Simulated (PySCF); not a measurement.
C4H12O2Si, triplet, at the geometry of the source list (a higher spin typed on purpose: for a closed-shell molecule this is an excited state); R2SCAN/STO-3G run with PySCF.

PySCF was given this input:
```python
from pyscf import gto, scf, dft

mol = gto.Mole()
mol.atom = '''
    C    -1.94590000   -1.39060000    0.63670000
    O    -0.61890000   -0.95920000    0.69300000
    Si    0.08070000    0.34400000   -0.01650000
    C    -0.67850000    1.98930000    0.54080000
    C     0.01830000    0.16000000   -1.91570000
    O     1.59490000    0.39160000    0.56900000
    C     2.54260000   -0.63650000    0.62760000
    H    -2.02320000   -2.30800000    1.22120000
    H    -2.25080000   -1.59430000   -0.39240000
    H    -2.61670000   -0.63810000    1.05870000
    H    -1.71260000    2.06540000    0.21830000
    H    -0.14440000    2.83910000    0.13110000
    H    -0.66130000    2.08130000    1.62220000
    H     0.47580000   -0.77320000   -2.23740000
    H     0.54630000    0.96850000   -2.41190000
    H    -1.00220000    0.16450000   -2.28970000
    H     3.47000000   -0.21140000    1.01520000
    H     2.19990000   -1.43250000    1.29280000
    H     2.72610000   -1.05990000   -0.36300000
'''
mol.basis = 'sto-3g'
mol.spin = 2
mol.verbose = 4
mol.build()

mf = dft.UKS(mol)
mf.xc = 'r2scan'
mf.kernel()
```

Problem. What does PySCF print? Leave out banner, timings and long lists.

Solution. 
```
PySCF version 2.14.0

[INPUT] verbose = 4
[INPUT] num. atoms = 19
[INPUT] num. electrons = 66
[INPUT] charge = 0
[INPUT] spin (= nelec alpha-beta = 2S) = 2
[INPUT] symmetry False subgroup None
[INPUT] Mole.unit = angstrom
[INPUT] Symbol           X                Y                Z      unit          X                Y                Z       unit  Magmom
[...]
nuclear repulsion = 419.974229888385
number of shells = 35
number of NR pGTOs = 153
number of NR cGTOs = 51
basis = sto-3g
ecp = {}

******** <class 'pyscf.dft.uks.UKS'> ********
method = UKS
initial guess = minao
damping factor = 0
level_shift factor = 0
DIIS = <class 'pyscf.scf.diis.CDIIS'>
diis_start_cycle = 1
diis_space = 8
diis_damp = 0
SCF conv_tol = 1e-09
SCF conv_tol_grad = None
SCF max_cycles = 50
direct_scf = True
direct_scf_tol = 1e-13
number electrons alpha = 34  beta = 32
XC library pyscf.dft.libxc version 7.1.2
    S. Lehtola, C. Steigemann, M. J. T. Oliveira, and M. A. L. Marques,  SoftwareX 7, 1–5 (2018)
XC functionals = r2scan
    J. W. Furness, A. D. Kaplan, J. Ning, J. P. Perdew, and J. Sun,  J. Phys. Chem. Lett. 11, 8208–8215 (2020)
    J. W. Furness, A. D. Kaplan, J. Ning, J. P. Perdew, and J. Sun,  J. Phys. Chem. Lett. 11, 9248–9248 (2020)
    J. W. Furness, A. D. Kaplan, J. Ning, J. P. Perdew, and J. Sun,  J. Phys. Chem. Lett. 11, 8208–8215 (2020)
    J. W. Furness, A. D. Kaplan, J. Ning, J. P. Perdew, and J. Sun,  J. Phys. Chem. Lett. 11, 9248–9248 (2020)
radial grids:
    Treutler-Ahlrichs [JCP 102, 346 (1995); DOI:10.1063/1.469408] (M4) radial grids

becke partition: Becke, JCP 88, 2547 (1988); DOI:10.1063/1.454033
pruning grids: <function nwchem_prune>
grids dens level: 3
symmetrized grids: False
atomic radii adjust function: <function treutler_atomic_radii_adjust>
small_rho_cutoff = 0
Set gradient conv threshold to 3.16228e-05
tot grids = 221512
init E= -592.508251174903

cycle= 1 E= -591.587803424661  delta_E= 0.92  |g|= 0.544  |ddm|= 4.19

cycle= 2 E= -590.813124512251  delta_E= 0.775  |g|= 1.22  |ddm|= 3.67

cycle= 3 E= -591.516275796981  delta_E= -0.703  |g|= 0.594  |ddm|= 3.77

cycle= 4 E= -591.531608182133  delta_E= -0.0153  |g|= 0.554  |ddm|= 3.24

cycle= 5 E= -591.776443701629  delta_E= -0.245  |g|= 0.244  |ddm|= 1.74

cycle= 6 E= -591.733614596182  delta_E= 0.0428  |g|= 0.31  |ddm|= 1.51

cycle= 7 E= -591.731114529641  delta_E= 0.0025  |g|= 0.311  |ddm|= 1.61

cycle= 8 E= -591.784591340631  delta_E= -0.0535  |g|= 0.224  |ddm|= 0.547

cycle= 9 E= -591.787746935559  delta_E= -0.00316  |g|= 0.217  |ddm|= 0.0293

cycle= 10 E= -591.789933949294  delta_E= -0.00219  |g|= 0.206  |ddm|= 1.31

cycle= 11 E= -591.79411454219  delta_E= -0.00418  |g|= 0.191  |ddm|= 0.152

cycle= 12 E= -591.796500608884  delta_E= -0.00239  |g|= 0.186  |ddm|= 0.042

cycle= 13 E= -591.79483120917  delta_E= 0.00167  |g|= 0.191  |ddm|= 0.0291

cycle= 14 E= -591.79808641675  delta_E= -0.00326  |g|= 0.179  |ddm|= 0.0953

cycle= 15 E= -591.804144264804  delta_E= -0.00606  |g|= 0.167  |ddm|= 0.176

cycle= 16 E= -591.825237113885  delta_E= -0.0211  |g|= 0.0836  |ddm|= 0.352

cycle= 17 E= -591.80942511224  delta_E= 0.0158  |g|= 0.153  |ddm|= 0.258

cycle= 18 E= -591.830525485451  delta_E= -0.0211  |g|= 0.0297  |ddm|= 0.466

cycle= 19 E= -591.828463689137  delta_E= 0.00206  |g|= 0.0579  |ddm|= 0.19

cycle= 20 E= -591.828955795878  delta_E= -0.000492  |g|= 0.0526  |ddm|= 0.0473

cycle= 21 E= -591.830411009308  delta_E= -0.00146  |g|= 0.0327  |ddm|= 0.0669

cycle= 22 E= -591.831293727345  delta_E= -0.000883  |g|= 0.00273  |ddm|= 0.0905

cycle= 23 E= -591.826490685786  delta_E= 0.0048  |g|= 0.0732  |ddm|= 0.244

cycle= 24 E= -591.828719976395  delta_E= -0.00223  |g|= 0.0541  |ddm|= 0.0687

cycle= 25 E= -591.830178502188  delta_E= -0.00146  |g|= 0.036  |ddm|= 0.0577

cycle= 26 E= -591.830899416592  delta_E= -0.000721  |g|= 0.0221  |ddm|= 0.0418

cycle= 27 E= -591.831279939719  delta_E= -0.000381  |g|= 0.00738  |ddm|= 0.0418

cycle= 28 E= -591.831314205807  delta_E= -3.43e-05  |g|= 0.00399  |ddm|= 0.032

cycle= 29 E= -591.831327070367  delta_E= -1.29e-05  |g|= 0.000886  |ddm|= 0.0131

cycle= 30 E= -591.831327108927  delta_E= -3.86e-08  |g|= 0.000853  |ddm|= 0.000848

cycle= 31 E= -591.831327511515  delta_E= -4.03e-07  |g|= 0.000502  |ddm|= 0.00101

cycle= 32 E= -591.831327718519  delta_E= -2.07e-07  |g|= 9.18e-05  |ddm|= 0.00113

cycle= 33 E= -591.831327706354  delta_E= 1.22e-08  |g|= 0.000152  |ddm|= 0.000688

cycle= 34 E= -591.831327714603  delta_E= -8.25e-09  |g|= 0.000115  |ddm|= 0.000109

cycle= 35 E= -591.83132772586  delta_E= -1.13e-08  |g|= 9.28e-06  |ddm|= 0.000341

cycle= 36 E= -591.831327725883  delta_E= -2.27e-11  |g|= 7.62e-06  |ddm|= 6.91e-06

Extra cycle  E= -591.831327445432  delta_E= 2.8e-07  |g|= 0.000571  |ddm|= 0.00167
SCF not converged.
SCF energy = -591.831327445432 after 50 cycles  <S^2> = 2.0031393  2S+1 = 3.0020921
```

Convergence was not reached.
